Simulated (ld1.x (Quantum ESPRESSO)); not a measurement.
**phosphorus: one change to a TM potential, before and after**

ld1.x (Quantum ESPRESSO) 7.5 input, shortened:

```
&input
   title='P', zed=15., rel=1, dft='PBE', iswitch=3,
   config='[Ne] 3s2 3p2.5'
 /
 &inputp
   pseudotype=2, tm=.true., lloc=0,
   nlcc=.false.
 /
2
3P  2  1   2.50   0.00  1.65  1.65  0.0
3S  1  0   2.00   0.00  1.65  1.65  0.0
 &test
   configts(1)='3s2 3p2.5'
 /
```

Change: functional LDA (PZ).

Cutoffs: the cutoffs (Ry, on a coarse ladder) from which the occupation-weighted sum of valence levels, in a spherical-Bessel basis at the reference potential, stays within 10 and 1 mRy of its value at 400 Ry; they do not see the model core or the augmentation charge, which bear on the density cutoff. Errors are all-electron minus pseudo energies relative to the spin-unpolarised reference configuration.

Question: Predict the effect on cutoff, ghosts and configuration errors.

Answer: The potential gets neither clearly harder nor softer (25 Ry and 50 Ry → 25 Ry and 50 Ry); the number of tests with a reliable result goes from 7 to 9; of the 7 tests that both files solve, the error grows in 7 and shrinks in 0 by more than 15 % and 0.3 meV (median size 1.1 → 2.1 meV); neither file shows a bound ghost.

| quantity | base | changed |
| --- | --- | --- |
| cutoff, loose | 25 Ry | 25 Ry |
| cutoff, tight | 50 Ry | 50 Ry |
| bound ghosts | none | none |
| error for 3s2 3p3, meV [ΔE -3.77 → -3.82 eV] | +0.6 | +1.1 |
| error for 3s2 3p2, meV [ΔE 5.95 → 6.00 eV] | +0.4 | +1.4 |
| error for 3s2 3p1, meV [ΔE 25.10 → 25.25 eV] | +9.3 | +27 |
| error for 3s2 3p3.3, meV [ΔE -5.08 → -5.16 eV] | +1.1 | +2.1 |
| error for 3s1 3p4, meV [ΔE 4.76 → 4.67 eV] | +0.5 | +1.6 |
| error for 3s2 3p0, meV [ΔE 54.84 → 55.14 eV] | +45 | +127 |
| error for 3s1 3p0, meV [ΔE 106.85 → 107.33 eV] | +203 | +474 |
| s: phases at 1.80 bohr within 0.05 rad from the reference energy up to (Ry; the scan ends near 5) | 4.3 | 4.3 |
| p: phases at 1.80 bohr within 0.05 rad from the reference energy up to (Ry; the scan ends near 5) | 4.7 | 4.7 |
